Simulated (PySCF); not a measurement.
**Assigning NMR signals**

Molfile (atoms numbered from 1):
```
C4H9FSi
     RDKit          3D

 15 14  0  0  0  0  0  0  0  0999 V2000
   -2.7127    0.1812    0.2037 C   0  0  0  0  0  0  0  0  0  0  0  0
   -1.6275   -0.1266   -0.4804 C   0  0  0  0  0  0  0  0  0  0  0  0
   -1.6397    0.0083   -1.8309 F   0  0  0  0  0  0  0  0  0  0  0  0
   -0.3077   -0.5927    0.0395 C   0  0  0  0  0  0  0  0  0  0  0  0
    0.7365    0.5258   -0.0531 C   0  0  0  0  0  0  0  0  0  0  0  0
    2.4548   -0.0174    0.5566 Si  0  0  0  0  0  4  0  0  0  0  0  0
   -2.7336    0.0850    1.2723 H   0  0  0  0  0  0  0  0  0  0  0  0
   -3.6031    0.5327   -0.2859 H   0  0  0  0  0  0  0  0  0  0  0  0
    0.0222   -1.4471   -0.5569 H   0  0  0  0  0  0  0  0  0  0  0  0
   -0.4264   -0.9150    1.0737 H   0  0  0  0  0  0  0  0  0  0  0  0
    0.3860    1.3815    0.5280 H   0  0  0  0  0  0  0  0  0  0  0  0
    0.7979    0.8616   -1.0899 H   0  0  0  0  0  0  0  0  0  0  0  0
    2.3656   -0.3623    1.9776 H   0  0  0  0  0  0  0  0  0  0  0  0
    2.8878   -1.1924   -0.2020 H   0  0  0  0  0  0  0  0  0  0  0  0
    3.3955    1.0855    0.3617 H   0  0  0  0  0  0  0  0  0  0  0  0
  1  2  2  0
  2  3  1  0
  2  4  1  0
  4  5  1  0
  5  6  1  0
  1  7  1  0
  1  8  1  0
  4  9  1  0
  4 10  1  0
  5 11  1  0
  5 12  1  0
  6 13  1  0
  6 14  1  0
  6 15  1  0
M  END
```

Computed data (PySCF 2.14): NMR shieldings at PBE0/pcSseg-1/GIAO, structure optimised with GFN2-xTB. Rapidly exchanging positions averaged, no solvent model, no relativistic terms, one conformer.

δ = σ(ref) − σ, references computed at the same level: TMS for $^{13}$C, $^{1}$H.

Question: Assign these signals to the numbered atoms. $^{13}$C{$^{1}$H} NMR (computed): δ 181.2 (C), 93.9 (CH2), 34.6 (CH2), 11.7 (CH2).

Answer: 
181.2 → C2, fully substituted alkene carbon
93.9 → C1, terminal =CH2 carbon
34.6 → C4, allylic sp3 CH2: saturated and bonded to C and H only
11.7 → C5, sp3 CH2 bonded to Si: an electropositive neighbour leaves it electron-rich and shielded

Question: Assign these signals to the numbered atoms. $^{1}$H NMR (400 MHz, computed): δ 4.72 (m, 1H), 4.43 (m, 1H), 3.85 (t, 3H), 2.13 (m, 2H), 1.07 (m, 2H).

Answer: 
```tsv
δ (ppm)	atoms	environment	reason
4.72	H8	hydrogen on a terminal =CH2 carbon	a vinylic proton, deshielded by the sp2 carbon and the C=C anisotropy
4.43	H7	hydrogen on a terminal =CH2 carbon	–
3.85	H13/H14/H15	hydrogen on a silicon bonded to C	–
2.13	H9/H10	hydrogen on an allylic sp3 CH2	allylic position
1.07	H11/H12	hydrogen on an sp3 CH2 bonded to Si	–
```

Splittings by $^{19}$F in the carbon and heteronuclear signals aren't shown, as no couplings were computed. Shifts are as computed. Against solution values, carbons near 30 ppm lie about +3 ppm off and those near 130 ppm about +5 ppm. Of 1211 compounds with measured shifts, 218 miss one by over three times the rms of a fit or turn the order of signals round; such compounds aren't used in these exercises. Multiplicities follow the n + 1 count of equivalent neighbours, as no J values were calculated; m marks all less simple cases, F and P coupling included.
